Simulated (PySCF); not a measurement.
Computed properties of B(GeH3)(H)(OH) (BGeH5O), SMILES O[BH][GeH3]

B(GeH3)(H)(OH) (BGeH5O), SMILES O[BH][GeH3]. Geometry: PBE0-D3(BJ)/def2-SVP. The values are those of a single conformer. All values are computed for the isolated molecule unless a solvent is named; none is compared with measurement here.

**Structure.** The optimised structure has Cs symmetry. All 18 harmonic modes at PBE0-D3(BJ)/def2-SVP (PySCF) are real, so it is a minimum. With heavy atoms numbered as in [BH:1]([GeH3:2])[OH:7], the shortest bond between them is B1–O7 at 1.345 Å and the longest B1–Ge2 at 2.080 Å.

**Vibrations.** The strongest infrared lines (harmonic, unscaled, degenerate partners summed) lie at 1381 cm⁻¹ (215 km/mol, B 63 %, O 33 %), 1172 cm⁻¹ (163 km/mol, H 78 %, B 13 %, O 9 %), 813 cm⁻¹ (148 km/mol, H 97 %). The softest mode is at 86 cm⁻¹ and the zero-point energy is 31.9 kcal/mol.

**Electronic structure.** B3LYP/def2-TZVPD (PySCF) places the frontier levels at -7.65 and -1.31 eV, a gap of 6.34 eV, and gives a dipole moment of 1.07 D and a mean polarisability of 54.5 bohr³.

**Excitations.** TDA-ωB97X/def2-SVPD (PySCF) has S1 at 5.31 eV (234 nm, f = 0.006, weak); the most intense of the 10 singlets computed lies at 8.97 eV (f = 0.29). T1 (TDA) is at 4.60 eV, 0.71 eV under S1. No vertical singlet excitation falls in the visible range (under 3.1 eV).

**NMR.** GIAO shifts at HF/pcSseg-1 (PySCF) (non-relativistic, atoms alike by connectivity averaged): ¹H from 3.5 to 6.6 ppm against TMS; ¹¹B at 49.1 ppm against BF3.
